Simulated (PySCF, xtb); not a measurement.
H₄HfO₂, SMILES [OH][HfH2][OH], multiplicity 1.

GFN2-xTB in xtb 6.7.1 at its own geometry gives an orbital gap of 4.31 eV and a dipole moment of 1.49 D.

The structure is a stationary point at PBE0-D3(BJ)/def2-TZVP. The spin state was assumed, not searched. The def2 effective core potentials stand for the cores of Hf; spin–orbit coupling is left out. Other conformers were not sampled.

### Question
What does PBE/def2-TZVPD (PySCF) give? (An estimate is asked for; the answer gives what the named calculation found.)

### Answer
gap 4.39 eV (levels -6.33 and -1.94 eV), dipole 3.21 D.
